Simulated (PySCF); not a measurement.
A calculated (M06-L, PySCF 2.14, x2c-TZVPall, the spin-free X2C one-electron Hamiltonian (Gaussian nucleus)) atom or ion has these occupied shells.

```json
{"shell": "1s", "electrons": "2", "orbital energy (eV)": "-8875.2", "rms radius, mean of both spins (bohr)": "0.0602"}
{"shell": "2s", "electrons": "2", "orbital energy (eV)": "-1082.2", "rms radius, mean of both spins (bohr)": "0.255"}
{"shell": "2p", "electrons": "6", "orbital energy (eV)": "-932.15", "rms radius, mean of both spins (bohr)": "0.228"}
{"shell": "3s", "electrons": "2", "orbital energy (eV)": "-128.00", "rms radius, mean of both spins (bohr)": "0.763"}
{"shell": "3p", "electrons": "6", "orbital energy (eV)": "-83.285", "rms radius, mean of both spins (bohr)": "0.815"}
{"shell": "3d", "electrons": "10", "orbital energy (eV)": "-13.361", "rms radius, mean of both spins (bohr)": "1.18"}
```

(1) Name the element and its charge.

Answers

(1) Cu⁺ (copper, charge +1), in [Ar] 3d10, closed-shell 1S.
